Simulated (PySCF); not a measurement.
**Spinor energies of Ir(2+) (iridium, charge +2)**

Start: [Xe] 4f14 5d7; 5d3/2 filled at m_j = -3/2, -1/2, +1/2, +3/2; 5d5/2 filled at m_j = +1/2, +3/2, +5/2. Calculated with PySCF 2.14 in x2c-TZVPall-2c: generalised Hartree-Fock with the X2C-1e Hamiltonian and a Gaussian nucleus; one run each with spin-orbit coupling (SO) switched off, then screened by Boettger's factors.

```json
{"spinor shell": "1s1/2", "electrons": "2", "ε, spin-free (eV)": "-76552.5", "ε, screened SO (eV)": "-76525.4", "weight of nominal j (screened SO)": "1.000", "rms radius, screened SO (bohr)": "0.0197"}
{"spinor shell": "2s1/2", "electrons": "2", "ε, spin-free (eV)": "-13554.4", "ε, screened SO (eV)": "-13545.7", "weight of nominal j (screened SO)": "1.000", "rms radius, screened SO (bohr)": "0.0795"}
{"spinor shell": "2p1/2", "electrons": "2", "ε, spin-free (eV)": "-11786.0", "ε, screened SO (eV)": "-12954.2", "weight of nominal j (screened SO)": "1.000", "rms radius, screened SO (bohr)": "0.0675"}
{"spinor shell": "2p3/2", "electrons": "4", "ε, spin-free (eV)": "-11786.0", "ε, screened SO (eV)": "-11320.8", "weight of nominal j (screened SO)": "1.000", "rms radius, screened SO (bohr)": "0.0752"}
{"spinor shell": "3s1/2", "electrons": "2", "ε, spin-free (eV)": "-3249.9", "ε, screened SO (eV)": "-3246.9", "weight of nominal j (screened SO)": "1.000", "rms radius, screened SO (bohr)": "0.203"}
{"spinor shell": "3p1/2", "electrons": "2", "ε, spin-free (eV)": "-2724.3", "ε, screened SO (eV)": "-2982.5", "weight of nominal j (screened SO)": "1.000", "rms radius, screened SO (bohr)": "0.195"}
{"spinor shell": "3p3/2", "electrons": "4", "ε, spin-free (eV)": "-2724.3", "ε, screened SO (eV)": "-2619.2", "weight of nominal j (screened SO)": "1.000", "rms radius, screened SO (bohr)": "0.210"}
{"spinor shell": "3d3/2", "electrons": "4", "ε, spin-free (eV)": "-2137.6", "ε, screened SO (eV)": "-2182.9", "weight of nominal j (screened SO)": "1.000", "rms radius, screened SO (bohr)": "0.185"}
{"spinor shell": "3d5/2", "electrons": "6", "ε, spin-free (eV)": "-2137.6", "ε, screened SO (eV)": "-2104.7", "weight of nominal j (screened SO)": "1.000", "rms radius, screened SO (bohr)": "0.189"}
{"spinor shell": "4s1/2", "electrons": "2", "ε, spin-free (eV)": "-742.13", "ε, screened SO (eV)": "-741.08", "weight of nominal j (screened SO)": "1.000", "rms radius, screened SO (bohr)": "0.450"}
{"spinor shell": "4p1/2", "electrons": "2", "ε, spin-free (eV)": "-566.79", "ε, screened SO (eV)": "-628.47", "weight of nominal j (screened SO)": "1.000", "rms radius, screened SO (bohr)": "0.456"}
{"spinor shell": "4p3/2", "electrons": "4", "ε, spin-free (eV)": "-566.79", "ε, screened SO (eV)": "-541.34", "weight of nominal j (screened SO)": "1.000", "rms radius, screened SO (bohr)": "0.490"}
{"spinor shell": "4d3/2", "electrons": "4", "ε, spin-free (eV)": "-346.78", "ε, screened SO (eV)": "-356.40", "weight of nominal j (screened SO)": "1.000", "rms radius, screened SO (bohr)": "0.507"}
{"spinor shell": "4d5/2", "electrons": "6", "ε, spin-free (eV)": "-346.78", "ε, screened SO (eV)": "-339.42", "weight of nominal j (screened SO)": "1.000", "rms radius, screened SO (bohr)": "0.519"}
{"spinor shell": "5s1/2", "electrons": "2", "ε, spin-free (eV)": "-132.85", "ε, screened SO (eV)": "-132.60", "weight of nominal j (screened SO)": "1.000", "rms radius, screened SO (bohr)": "1.05"}
{"spinor shell": "4f5/2", "electrons": "6", "ε, spin-free (eV)": "-100.15", "ε, screened SO (eV)": "-101.49", "weight of nominal j (screened SO)": "0.996", "rms radius, screened SO (bohr)": "0.586"}
{"spinor shell": "4f7/2", "electrons": "8", "ε, spin-free (eV)": "-100.15", "ε, screened SO (eV)": "-98.201", "weight of nominal j (screened SO)": "0.997", "rms radius, screened SO (bohr)": "0.587"}
{"spinor shell": "5p1/2", "electrons": "2", "ε, spin-free (eV)": "-84.805", "ε, screened SO (eV)": "-96.198", "weight of nominal j (screened SO)": "0.985", "rms radius, screened SO (bohr)": "1.15"}
{"spinor shell": "5p3/2", "electrons": "4", "ε, spin-free (eV)": "-84.805", "ε, screened SO (eV)": "-79.881", "weight of nominal j (screened SO)": "0.993", "rms radius, screened SO (bohr)": "1.24"}
{"spinor shell": "5d3/2", "electrons": "4", "ε, spin-free (eV)": "-30.592", "ε, screened SO (eV)": "-31.527", "weight of nominal j (screened SO)": "0.737", "rms radius, screened SO (bohr)": "1.71"}
{"spinor shell": "5d5/2", "electrons": "3", "ε, spin-free (eV)": "-30.592", "ε, screened SO (eV)": "-29.459", "weight of nominal j (screened SO)": "0.717", "rms radius, screened SO (bohr)": "1.77"}
```

```
   quantity     spin-free   screened SO
E (hartree)  -17813.35151  -17838.16118
        M_J           9/2           9/2
       ⟨J²⟩        24.765        24.766
       ⟨L²⟩        12.012        13.110
       ⟨S²⟩         3.753         3.586
```

Each row is a mean over spinors that exchange with the open shell spreads, by up to 7.313 eV (5p3/2).

Rows whose weight is well below 1 are mixtures of j = l ± 1/2: exchange outweighs spin-orbit coupling there, and the label is only the starting occupation.

Breit and QED terms are absent; they matter most for the inner s and p1/2 levels.

Densities and radii are taken from the X2C orbitals without a picture-change correction, which distorts them close to the nucleus.

Without spin-orbit coupling the j labels of p, d and f shells carry no meaning; the spin-free column gives the mean over the occupied spinors of each nl shell.
